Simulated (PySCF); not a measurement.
These are PBE0-D4/def2-TZVP (PySCF 2.14.0) values and carry that method's errors. All species are isolated molecules in the gas phase. One relaxed conformer stands for a flexible species; it need not be the lowest. Delta-SCF ions had no search for a lower state. Excitations are Tamm–Dancoff values on a coarser integration grid. The basis has no diffuse functions, so Rydberg states are missing or too high.

Reference species (SMILES): `O([SiH2]O)[SiH3]` (H–O–Si–O torsion 72°, O–Si–O–Si torsion 68°) (neutral, multiplicity 1).

| Quantity | Result |
|---|---|
| vertical ionisation energy (Delta-SCF) | 10.77 eV |
| HOMO–LUMO gap | 8.86 eV |
| HOMO | -8.74 eV |
| T1 excitation (TDA) | 7.11 eV |

After one change: the vertical ionisation energy (Delta-SCF) decreases by 2.24 eV; the HOMO–LUMO gap falls by 1.70 eV; the HOMO goes up by 2.19 eV; the T1 excitation (TDA) drops by 1.49 eV.

Task: What was changed between the two runs? The new species is one of these.
A. `CS[SiH2]O` (C–S–Si–O torsion 152°, S–Si–O–H torsion -50°)
B. `O[SiH2][SeH]` (H–O–Si–Se torsion 47°, O–Si–Se–H torsion -98°)
C. `N#CC[SiH2]O`
D. `CN(C)[SiH2]O` (C–N–Si–O torsion -73°, N–Si–O–H torsion -68°)

Result: D, `CN(C)[SiH2]O` (C–N–Si–O torsion -73°, N–Si–O–H torsion -68°)
